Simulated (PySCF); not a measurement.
## A small calculation by hand: chemical shift, span and skew from a shielding tensor

CH₅AlFNO, SMILES C[NH][Al]([F])[OH]. Atoms are numbered in the order given.

```xyz
10

Al    -0.0330    -0.5362     0.0000
F     -1.0766    -1.8332     0.0000
N     -0.6843     1.0996     0.0000
C      0.0697     2.3407     0.0000
H     -1.6889     1.2534     0.0000
H     -0.1345     2.9641    -0.8915
H     -0.1345     2.9641     0.8915
H      1.1491     2.1226     0.0000
O      1.6474    -0.7490     0.0000
H      2.1195    -1.5841     0.0000
```

Geometry optimised at r2SCAN-D4/def2-SVP. The structure was generated by enumeration; whether it is a known compound was not checked. The values are those of a single conformer.

GIAO shieldings from PBE/pcSseg-1 (PySCF), non-relativistic, no solvent. The symmetric part of the tensor of N3 has the principal values 216.1, 253.7, 267.8 ppm. The same nucleus in NH3 has σ = 267.0 ppm at this level (PySCF, at its B3LYP-D3(BJ)/def2-TZVP geometry).

Q: Work out the isotropic shielding, the ¹⁵N shift against NH3, the span and the skew.

A: 
σ(iso) = (σ11 + σ22 + σ33)/3 = 245.9 ppm. δ = σ(ref) − σ(iso) = 267.0 − (245.9) = 21.1 ppm.
Span Ω = σ33 − σ11 = 51.7 ppm. Skew κ = 3(σ(iso) − σ22)/Ω = -0.45. Tumbling in solution averages the tensor to δ; in a static solid the shielding alone would spread this spin-1/2 line over Ω.
